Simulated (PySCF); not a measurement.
PySCF input (BP86/6-31G* (5d)):

```python
from pyscf import gto, dft

mol = gto.M(
    atom='''
    C     2.57752244    0.63598928   -0.54524927
    C     1.38588722   -0.20121660   -0.09093055
    C     0.06851117    0.55041933   -0.21313557
    C    -1.14645441   -0.24911581    0.22994921
    O    -1.04735876   -1.40345421    0.64788357
    C    -2.43159908    0.38528533    0.14753693
    H     2.67304346    1.54724908    0.05063312
    H     2.47653898    0.93586628   -1.59141878
    H     3.51047548    0.07830830   -0.44925529
    H     1.32669209   -1.12191572   -0.67527133
    H     1.52062782   -0.51852506    0.94531527
    H    -0.09646643    0.87234951   -1.24834479
    H     0.09764804    1.47629630    0.37373550
    H    -2.54621660    1.39818871   -0.21587963
    H    -3.30667675   -0.16835281    0.45839282
    ''',
    basis='6-31g*',
    charge=0,
    spin=1,
    verbose=4,
)

mf = dft.UKS(mol, xc='bp86')
mf.grids.level = 3
mf.conv_tol = 1e-9
mf.max_cycle = 100
mf.max_memory = 1500
mf.kernel()
if not mf.converged:
    mf = mf.newton()
    mf.kernel(mf.make_rdm1())
mo, _, stable, _ = mf.stability(return_status=True)
if not stable:
    mf.kernel(mf.make_rdm1(mo, mf.mo_occ))
    stable = mf.stability(return_status=True)[2]
mf.dip_moment()
```

Output:

```
PySCF version 2.14.0

[INPUT] verbose = 4
[INPUT] num. atoms = 15
[INPUT] num. electrons = 47
[INPUT] charge = 0
[INPUT] spin (= nelec alpha-beta = 2S) = 1
[INPUT] symmetry False subgroup None
[INPUT] Mole.unit = angstrom
[INPUT] Symbol           X                Y                Z      unit          X                Y                Z       unit  Magmom
[INPUT]  1 C      2.577522440000   0.635989280000  -0.545249270000 AA    4.870811491521   1.201845557359  -1.030371789919 Bohr   0.0
[INPUT]  2 C      1.385887220000  -0.201216600000  -0.090930550000 AA    2.618947285335  -0.380244265716  -0.171833835856 Bohr   0.0
[INPUT]  3 C      0.068511170000   0.550419330000  -0.213135570000 AA    0.129467347774   1.040141787367  -0.402767854703 Bohr   0.0
[INPUT]  4 C     -1.146454410000  -0.249115810000   0.229949210000 AA   -2.166484849200  -0.470760654199   0.434541029460 Bohr   0.0
[INPUT]  5 O     -1.047358760000  -1.403454210000   0.647883570000 AA   -1.979221210564  -2.652144085268   1.224322507905 Bohr   0.0
[INPUT]  6 C     -2.431599080000   0.385285330000   0.147536930000 AA   -4.595056305944   0.728083753513   0.278804390959 Bohr   0.0
[INPUT]  7 H      2.673043460000   1.547249080000   0.050633120000 AA    5.051320058460   2.923877007685   0.095682729632 Bohr   0.0
[INPUT]  8 H      2.476538980000   0.935866280000  -1.591418780000 AA    4.679980409010   1.768530958416  -3.007345643689 Bohr   0.0
[INPUT]  9 H      3.510475480000   0.078308300000  -0.449255290000 AA    6.633837224201   0.147981240280  -0.848969458112 Bohr   0.0
[INPUT] 10 H      1.326692090000  -1.121915720000  -0.675271330000 AA    2.507084701727  -2.120113445644  -1.276077873471 Bohr   0.0
[INPUT] 11 H      1.520627820000  -0.518525060000   0.945315270000 AA    2.873570117194  -0.979870352124   1.786386961669 Bohr   0.0
[INPUT] 12 H     -0.096466430000   0.872349510000  -1.248344790000 AA   -0.182295132915   1.648501658799  -2.359029762128 Bohr   0.0
[INPUT] 13 H      0.097648040000   1.476296300000   0.373735500000 AA    0.184528052201   2.789795685709   0.706257738027 Bohr   0.0
[INPUT] 14 H     -2.546216600000   1.398188710000  -0.215879630000 AA   -4.811652027821   2.642193732359  -0.407953376572 Bohr   0.0
[INPUT] 15 H     -3.306676750000  -0.168352810000   0.458392820000 AA   -6.248713439967  -0.318140703201   0.866236887267 Bohr   0.0

nuclear repulsion = 227.121628724303
number of shells = 54
number of NR pGTOs = 198
number of NR cGTOs = 102
basis = 6-31g*
ecp = {}

******** <class 'pyscf.dft.uks.UKS'> ********
method = UKS
initial guess = minao
damping factor = 0
level_shift factor = 0
DIIS = <class 'pyscf.scf.diis.CDIIS'>
diis_start_cycle = 1
diis_space = 8
diis_damp = 0
SCF conv_tol = 1e-09
SCF conv_tol_grad = None
SCF max_cycles = 100
direct_scf = True
direct_scf_tol = 1e-13
number electrons alpha = 24  beta = 23
XC library pyscf.dft.libxc version 7.1.2
    S. Lehtola, C. Steigemann, M. J. T. Oliveira, and M. A. L. Marques,  SoftwareX 7, 1–5 (2018)
XC functionals = bp86
    A. D. Becke,  Phys. Rev. A 38, 3098 (1988)
    J. P. Perdew,  Phys. Rev. B 33, 8822 (1986)
    J. P. Perdew,  Phys. Rev. B 34, 7406–7406 (1986)
radial grids:
    Treutler-Ahlrichs [JCP 102, 346 (1995); DOI:10.1063/1.469408] (M4) radial grids

becke partition: Becke, JCP 88, 2547 (1988); DOI:10.1063/1.454033
pruning grids: <function nwchem_prune>
grids dens level: 3
symmetrized grids: False
atomic radii adjust function: <function treutler_atomic_radii_adjust>
small_rho_cutoff = 0
Set gradient conv threshold to 3.16228e-05
tot grids = 172944
init E= -271.410075827204
  alpha nocc = 24  HOMO = -0.254650717205595  LUMO = -0.0693236502802943
  beta  nocc = 23  HOMO = -0.339147654906157  LUMO = -0.254650717205595

WARN: HOMO -0.254650717205595 >= LUMO -0.254650717205595

cycle= 1 E= -270.902040527132  delta_E= 0.508  |g|= 0.659  |ddm|= 2.47
  alpha nocc = 24  HOMO = 0.0119729326453091  LUMO = 0.0816552792239968
  beta  nocc = 23  HOMO = -0.0955646880792131  LUMO = 0.0181759220095961
  HOMO = 0.0119729326453  LUMO = 0.0181759220096  gap/eV = 0.16879
cycle= 2 E= -268.922423731136  delta_E= 1.98  |g|= 1.99  |ddm|= 3.43
  alpha nocc = 24  HOMO = -0.163276910407503  LUMO = 0.0335912239244838
  beta  nocc = 23  HOMO = -0.192528095719381  LUMO = -0.119812932736485
  HOMO = -0.163276910408  LUMO = -0.119812932736  gap/eV = 1.18272
cycle= 3 E= -271.02850436459  delta_E= -2.11  |g|= 0.362  |ddm|=  3.2
  alpha nocc = 24  HOMO = -0.202626893314747  LUMO = 0.00923429957647315
  beta  nocc = 23  HOMO = -0.189079929568547  LUMO = -0.163514523375283
  HOMO = -0.189079929569  LUMO = -0.163514523375  gap/eV = 0.69567
cycle= 4 E= -271.094562525616  delta_E= -0.0661  |g|= 0.142  |ddm|= 0.504
  alpha nocc = 24  HOMO = -0.20552077353657  LUMO = 0.00307554986273795
  beta  nocc = 23  HOMO = -0.198450961149158  LUMO = -0.16086687152327
  HOMO = -0.198450961149  LUMO = -0.160866871523  gap/eV = 1.02272
cycle= 5 E= -271.103715385137  delta_E= -0.00915  |g|= 0.0335  |ddm|= 0.14
  alpha nocc = 24  HOMO = -0.200402456858957  LUMO = 0.00847413099806849
  beta  nocc = 23  HOMO = -0.193897939619093  LUMO = -0.152221371551871
  HOMO = -0.193897939619  LUMO = -0.152221371552  gap/eV = 1.13408
cycle= 6 E= -271.104296579186  delta_E= -0.000581  |g|= 0.0121  |ddm|= 0.0499
  alpha nocc = 24  HOMO = -0.202542357546665  LUMO = 0.00735280067179067
  beta  nocc = 23  HOMO = -0.196056226511472  LUMO = -0.152853510983537
  HOMO = -0.196056226511  LUMO = -0.152853510984  gap/eV = 1.17561
cycle= 7 E= -271.104376917596  delta_E= -8.03e-05  |g|= 0.00414  |ddm|= 0.0195
  alpha nocc = 24  HOMO = -0.203120099550228  LUMO = 0.00670826497542309
  beta  nocc = 23  HOMO = -0.196496571668477  LUMO = -0.152454709366368
  HOMO = -0.196496571668  LUMO = -0.152454709366  gap/eV = 1.19844
cycle= 8 E= -271.104385111165  delta_E= -8.19e-06  |g|= 0.00247  |ddm|= 0.00677
  alpha nocc = 24  HOMO = -0.202727023437338  LUMO = 0.0070204786789918
  beta  nocc = 23  HOMO = -0.196022669770463  LUMO = -0.152206724559827
  HOMO = -0.19602266977  LUMO = -0.15220672456  gap/eV = 1.19229
cycle= 9 E= -271.104388844917  delta_E= -3.73e-06  |g|= 0.00049  |ddm|= 0.0037
  alpha nocc = 24  HOMO = -0.202825604594643  LUMO = 0.00694331700122053
  beta  nocc = 23  HOMO = -0.196051744213916  LUMO = -0.152219458958046
  HOMO = -0.196051744214  LUMO = -0.152219458958  gap/eV = 1.19274
cycle= 10 E= -271.104389038123  delta_E= -1.93e-07  |g|= 0.000245  |ddm|= 0.000952
  alpha nocc = 24  HOMO = -0.202861574145295  LUMO = 0.00693263325661331
  beta  nocc = 23  HOMO = -0.196075905517095  LUMO = -0.152218412104316
  HOMO = -0.196075905517  LUMO = -0.152218412104  gap/eV = 1.19342
cycle= 11 E= -271.104389063261  delta_E= -2.51e-08  |g|= 7.03e-05  |ddm|= 0.000322
  alpha nocc = 24  HOMO = -0.202863754223872  LUMO = 0.00693393425658417
  beta  nocc = 23  HOMO = -0.196071434550632  LUMO = -0.152216349165853
  HOMO = -0.196071434551  LUMO = -0.152216349166  gap/eV = 1.19336
cycle= 12 E= -271.104389065678  delta_E= -2.42e-09  |g|= 3.38e-05  |ddm|= 0.000101
  alpha nocc = 24  HOMO = -0.202862534811143  LUMO = 0.00693432918065184
  beta  nocc = 23  HOMO = -0.196068150909604  LUMO = -0.15221840605026
  HOMO = -0.19606815091  LUMO = -0.15221840605  gap/eV = 1.19321
cycle= 13 E= -271.104389066241  delta_E= -5.63e-10  |g|= 1.55e-05  |ddm|= 4.64e-05
  alpha nocc = 24  HOMO = -0.202863816919992  LUMO = 0.00693251636242431
  beta  nocc = 23  HOMO = -0.196068852284228  LUMO = -0.152221734979541
  HOMO = -0.196068852284  LUMO = -0.15222173498  gap/eV = 1.19314
Extra cycle  E= -271.1043890661  delta_E= 1.42e-10  |g|= 2.33e-05  |ddm|= 3.68e-05
converged SCF energy = -271.1043890661  <S^2> = 0.75701912  2S+1 = 2.0070068
uhf_internal: lowest eigs of H = [0.46772126 0.47857765 0.49400039]
<class 'pyscf.dft.uks.UKS'> wavefunction is stable in the internal stability analysis
Dipole moment(X, Y, Z, Debye): -0.37133,  2.39950, -0.84898
```

The geometry given is a B3LYP-D3(BJ)/def2-TZVP minimum.
